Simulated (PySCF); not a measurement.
# Shapes and spin states of RuCl₃

Level of theory: BP86/[Ru def2-TZVP with ECP28, Cl def2-TZVP], scalar-relativistic core potentials, density fitting, no spin–orbit coupling, PySCF.

Relaxations began from a few typed shapes and spin states; open shells are unrestricted. The search is not exhaustive: other isomers or separated fragments can lie lower, and high-lying points may rest on an excited occupation.

| spin | group | bonds | angles | imaginary modes (cm⁻¹) | ΔE (kJ/mol) | ΔE with ZPE (kJ/mol) |
| --- | --- | --- | --- | --- | --- | --- |
| quartet | C2v | Ru–Cl 2.172 Å, Ru–Cl 2.213 Å (×2) | Cl–Ru–Cl 105.8° (×2), Cl–Ru–Cl 148.5° | none | 0.0 | 0.0 |
| quartet | C2v | Ru–Cl 2.190 Å (×2), Ru–Cl 2.216 Å | Cl–Ru–Cl 99.1°, Cl–Ru–Cl 130.5° (×2) | 67i | 4.6 | – |
| broken-symmetry Ms = 1/2 (⟨S²⟩ 1.73) | C2v | Ru–Cl 2.170 Å, Ru–Cl 2.206 Å (×2) | Cl–Ru–Cl 104.9° (×2), Cl–Ru–Cl 150.1° | none | 47.1 | 47.0 |
| sextet | D3h | Ru–Cl 2.271 Å (×3) | Cl–Ru–Cl 120.0° (×3) | none | 48.5 | 47.1 |

The lowest minimum found is the quartet C2v: Ru–Cl 2.172 Å, Ru–Cl 2.213 Å (×2); Cl–Ru–Cl 105.8° (×2), Cl–Ru–Cl 148.5°.

Formally Ru is in oxidation state +3, d5, with 3 unpaired electrons (the high-spin count would be 5). The Mulliken spin on Ru is 2.27. The polar-tensor charge on Ru, 1.14, is far below the formal one.

For the lowest minimum: with open d or f shells other occupations or spin states may lie lower.

The electron or spin density has lower symmetry than the nuclear frame for the broken-symmetry Ms = 1/2 (⟨S²⟩ 1.73) C2v at 47.1 kJ/mol.
